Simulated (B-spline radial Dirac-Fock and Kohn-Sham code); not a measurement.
## Binding energies of Tm³⁺ in different valence configurations

Model: Dirac-Fock (average of configuration) total-energy differences with a finite nucleus, the Breit interaction including its frequency dependence, and self-energy and vacuum-polarisation corrections. Program: an atomic code on a B-spline grid. No correlation.

Reference: the tabulated ground configuration [Xe] 4f12, with 2p1/2 9654.2 eV, 2p3/2 8685.2 eV, 3s 2350.2 eV, 4p1/2 422.9 eV, 4d3/2 228.6 eV, 4f 41.53 eV, Kα1 50737.9 eV, Kβ1 57500.8 eV, Lα1 7178.5 eV, Lβ2 8465.0 eV.

Shifts from the reference in eV.

```csv
configuration,average energy,2p1/2,2p3/2,3s,4p1/2,4d3/2,4f,Kα1,Kβ1,Lα1,Lβ2
[Xe] 4f10 5d2,+26.50,+20.18,+20.39,+23.25,+20.58,+18.72,+17.81,-1.68,-4.45,-2.40,+1.84
[Xe] 4f10 6s2,+35.77,+28.42,+28.65,+31.40,+28.49,+26.52,+25.55,-2.01,-4.60,-2.20,+2.29
[Xe] 4f11 5d1,+9.85,+9.76,+9.86,+11.22,+10.05,+9.17,+8.66,-0.79,-2.11,-1.14,+0.77
[Xe] 4f11 6p1,+18.57,+14.89,+15.00,+16.27,+15.07,+14.13,+13.59,-0.95,-2.19,-1.05,+0.95
[Xe] 4f11 6s1,+12.54,+13.61,+13.72,+15.01,+13.78,+12.85,+12.32,-0.97,-2.20,-1.05,+0.94
```

Values without a named source are computed, but for edge energies of neutral atoms, which are taken from tables.
